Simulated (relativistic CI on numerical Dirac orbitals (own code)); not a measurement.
What each ingredient does to the levels of Ho²⁷⁺

Base calculation: Dirac-Coulomb-Breit CI, KLI orbitals optimised for each configuration, a model potential for QED, unscaled Slater integrals.

Configurations in the expansion (outside the closed core [Ar] 3d10): 4s²4p⁶4d⁴, 4s²4p⁵4d⁵, 4s²4p⁶4d³4f, 4s4p⁶4d⁵, 4s²4p⁵4d⁴4f, 4s4p⁶4d⁴4f, 4s²4p⁶4d³5s, 4s²4p⁶4d²4f5s, 4s²4p⁶4d³5p, 4s²4p⁶4d³5d, 4s²4p⁵4d⁴5s, 4s²4p⁶4d³5f, 4s²4p⁶4d²5s5p, 4p⁶4d⁵4f, 4s4p⁶4d³4f5s, 4s²4p⁶4d³6s, 4s²4p⁶4d³6p, 4s²4p⁶4d³6f, 4s²4p⁶4d³7p, 4p⁶4d⁶, 4p⁵4d⁷, 4p⁵4d⁶4f, 4s²4p⁶4d²5s², 4s²4p⁶4d4f5s², 4s²4p⁵4d²4f5s², 4s4p⁶4d²4f5s². Double excitations out of closed p, d and f shells are left out; levels of such configurations are missing from the list, as are those of other unlisted configurations, and high levels can miss mixing partners. These lack a partner that the ground configuration has and come out too high: 4s²4p⁵4d⁴5s.

Variants: (1) valence Slater integrals scaled by 0.9; (2) QED terms removed; (3) one mean potential for all configurations. Shifts of the energy above 4s²4p⁶4d⁴ ³P0, in cm⁻¹, for the lowest level and the first level of each name with at least 55 % of one term (blank where a level changes its place among those of its configuration and J or its character, or is not in the variant):

```csv
Level,Base,Δ(1),Δ(2),Δ(3)
4s²4p⁶4d⁴ ³P0,0,0,0,0
4s²4p⁶4d⁴ ⁵D1,54315,+2583,-210,+2
4s²4p⁶4d⁴ ⁵D2,83397,+1737,-268,+3
4s²4p⁶4d⁴ ⁵D0,139623,+1238,-392,+5
4s²4p⁶4d⁴ ³H5,163003,-735,-408,+5
4s²4p⁶4d⁴ ³G4,185144,-2525,-413,+6
4s²4p⁶4d⁴ ³G5,249558,-1238,-620,+8
4s²4p⁶4d⁴ ³D1,252433,-2208,-594,+8
4s²4p⁶4d⁴ ³P2,262761,-8066,-483,+7
4s²4p⁶4d⁴ ¹G4,328273,-9402,-627,+10
4s²4p⁶4d⁴ ¹D2,333801,-8578,-652,+9
4s²4p⁵4d⁵ ⁵P°1,1218973,+6128,+461,-194
4s²4p⁵4d⁵ ⁵H°7,1239966,+3586,+480,-190
```

At this charge energies of transitions that change n are usually good to better than 1 %, and those within a shell (Δn = 0) to a few per cent. Terms inside the open d or f shell come out 10 to 20 % too wide with unscaled integrals.

Ionisation energy from the two ground configurations alone: base 984.555 eV. The NIST ASD value (theoretical) is 985 eV.

LS names give the leading component of a level, which can be under half, so a name can repeat, a term be missing and a line seem to break the LS rules.
